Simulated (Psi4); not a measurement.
Two rigid molecules brought together: CH4 ··· CF4 (SMILES C and FC(F)(F)F). Monomers: optimised at B3LYP-D3(BJ) (def2-TZVP), held rigid. Orientation: lowest of the rigid-body minima from ten starts at GFN2-xTB. Only R, the distance of the centres of mass, is varied, so the lowest point isn't the relaxed dimer.

Level of theory: SAPT0/jun-cc-pVDZ, frozen core (Psi4).

Components in kcal/mol:

```json
[
 {"R / Å": "3.02", "electrostatics": "-5.14", "exchange": "14.41", "induction": "-0.55", "dispersion": "-2.93", "total": "5.79"},
 {"R / Å": "3.27", "electrostatics": "-2.11", "exchange": "5.79", "induction": "-0.22", "dispersion": "-1.78", "total": "1.68"},
 {"R / Å": "3.44", "electrostatics": "-1.16", "exchange": "3.10", "induction": "-0.11", "dispersion": "-1.29", "total": "0.53"},
 {"R / Å": "3.66", "electrostatics": "-0.56", "exchange": "1.37", "induction": "-0.05", "dispersion": "-0.87", "total": "-0.10"},
 {"R / Å": "3.87", "electrostatics": "-0.29", "exchange": "0.63", "induction": "-0.02", "dispersion": "-0.61", "total": "-0.29"},
 {"R / Å": "4.08", "electrostatics": "-0.16", "exchange": "0.29", "induction": "-0.01", "dispersion": "-0.43", "total": "-0.32"},
 {"R / Å": "4.34", "electrostatics": "-0.09", "exchange": "0.11", "induction": "0.00", "dispersion": "-0.29", "total": "-0.27"},
 {"R / Å": "4.68", "electrostatics": "-0.05", "exchange": "0.03", "induction": "0.00", "dispersion": "-0.17", "total": "-0.19"},
 {"R / Å": "5.14", "electrostatics": "-0.02", "exchange": "0.00", "induction": "0.00", "dispersion": "-0.09", "total": "-0.11"},
 {"R / Å": "5.89", "electrostatics": "-0.01", "exchange": "0.00", "induction": "0.00", "dispersion": "-0.04", "total": "-0.05"},
 {"R / Å": "6.89", "electrostatics": "0.00", "exchange": "0.00", "induction": "0.00", "dispersion": "-0.01", "total": "-0.02"},
 {"R / Å": "8.17", "electrostatics": "0.00", "exchange": "0.00", "induction": "0.00", "dispersion": "-0.01", "total": "-0.01"}
]
```
